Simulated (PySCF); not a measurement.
Cr²⁺: ionisation energy

Cr²⁺ [Ar] 3d4 [3d3/2^4, M_J = 0] → Cr³⁺ [Ar] 3d3 [3d3/2^3, M_J = 3/2], as a difference of total energies. All numbers are calculated (PySCF 2.14, the two-component X2C-1e Hamiltonian, in x2c-TZVPall-2c). Correlated levels: [Ne] frozen; the 6 highest virtual spinors dropped. "Screened" scales the spin-orbit matrix elements by Boettger's factors to mimic the two-electron term; Breit and QED terms are absent.

| method | ionisation energy (eV) |
| --- | --- |
| GHF (spin-free) | 29.766 |
| GMP2 (spin-free) | 30.737 |
| GHF (screened spin-orbit) | 29.742 |
| GMP2 (screened spin-orbit) | 30.713 |

Task: How much does correlation contribute at GMP2 (screened spin-orbit)?

Result: 30.713 − (29.742) = 0.971 eV, measured against GHF (screened spin-orbit).

Errors of the correlated levels include the incompleteness of this basis and the frozen core.

The labels give the starting determinants; with spin-orbit coupling the two ends relaxed to ⟨J²⟩ = 3.94, ⟨L²⟩ = 6.00, ⟨S²⟩ = 6.00 and ⟨J²⟩ = 6.66, ⟨L²⟩ = 12.00, ⟨S²⟩ = 3.75.

The determinant of Cr²⁺ and of Cr³⁺ mixes levels of different J (the jj label is only the starting occupation), so the difference between spin-free and spin-orbit rows is not the physical spin-orbit shift.

For comparison: 30.959 ± 0.025 eV (measured; NIST Atomic Spectra Database, ionization energies).
